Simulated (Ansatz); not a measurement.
A nudged elastic band was laid between two geometries of C₂H₆O₂Sn (11 atoms, charge 0, multiplicity 1).

Method: Ansatz, RKS PBE0-D4/def2-SVP.

- movable images: 7
- climbing image: yes
- spring: 5.0 eV/Å²
- optimiser: quadratic models (default)
- start path: through a guess of the saddle point
- force threshold: 0.05 eV/Å
- iteration limit: 60
- end points: relaxed

Initial state:

```xyz
11
Properties=species:S:1:pos:R:3
O 0.579 0.410 1.645
C 0.901 -0.493 0.701
O 1.908 -1.265 1.119
C 0.324 -0.642 -0.509
Sn -1.259 0.563 -1.188
H -0.155 0.961 1.332
H 2.156 -0.973 2.006
H 0.728 -1.440 -1.134
H -1.569 1.668 0.112
H -0.856 1.482 -2.578
H -2.692 -0.328 -1.486
```

Final state:

```xyz
11
Properties=species:S:1:pos:R:3
O 1.299 0.690 1.637
C 1.413 -0.101 0.547
O 2.444 -0.143 -0.059
C 0.170 -0.843 0.154
Sn -1.177 0.430 -1.000
H 0.422 0.598 2.027
H -0.394 -1.220 1.021
H 0.448 -1.686 -0.491
H -1.900 1.548 0.080
H -0.280 1.243 -2.202
H -2.380 -0.571 -1.692
```

Which bonds break or form, and what moves?

Bonds broken: O3–H7. Bonds formed: C4–H7.

Give the energies along the band, and the barrier.

The forces met the threshold. The highest image is number 3 of 0 to 8, 184.4 kJ/mol above the first end and 265.8 kJ/mol above the last; the last end lies 81.4 kJ/mol below the first. The profile has 3 maxima (images 1, 3, 5) with wells between them (images 2, 4): this band takes more than one step, which may be the mechanism or a detour left from its start path. Neighbouring images differ by up to 2.6 eV, so the band resolves the path poorly. A vibrational analysis at the climbing image gives one clearly imaginary mode, 1954i cm⁻¹: a first-order saddle point. The orbitals stay closed-shell, which can raise the energy where a bond breaks towards radicals; this wasn't checked here.

| image | path coordinate (Å) | energy (kJ/mol) | O3–H7 (Å) | C4–H7 (Å) |
| --- | --- | --- | --- | --- |
| 0 | 0.00 | 0.0 | 0.97 | 3.13 |
| 1 | 1.41 | 13.8 | 0.96 | 3.07 |
| 2 | 2.81 | 7.0 | 0.96 | 2.40 |
| 3 | 4.22 | 184.4 | 1.25 | 1.50 |
| 4 | 5.36 | -70.7 | 2.44 | 1.10 |
| 5 | 6.49 | -65.6 | 2.61 | 1.10 |
| 6 | 7.63 | -69.4 | 2.85 | 1.10 |
| 7 | 8.76 | -78.0 | 3.09 | 1.10 |
| 8 | 9.90 | -81.4 | 3.22 | 1.10 |

What is the geometry of the highest image?


```xyz
11
Properties=species:S:1:pos:R:3
O 0.688 0.714 1.823
C 0.957 -0.297 1.036
O 1.628 -1.272 1.493
C 0.515 -0.567 -0.303
Sn -1.248 0.333 -1.070
H 0.220 1.398 1.319
H 1.140 -1.718 0.435
H 1.362 -0.554 -1.004
H -1.465 1.796 -0.157
H -1.091 0.738 -2.726
H -2.643 -0.628 -0.826
```

Run time: 13 min on 2 threads of AMD EPYC 9R14 (Zen 4), with other jobs on the host, peak memory 0.29 GiB.
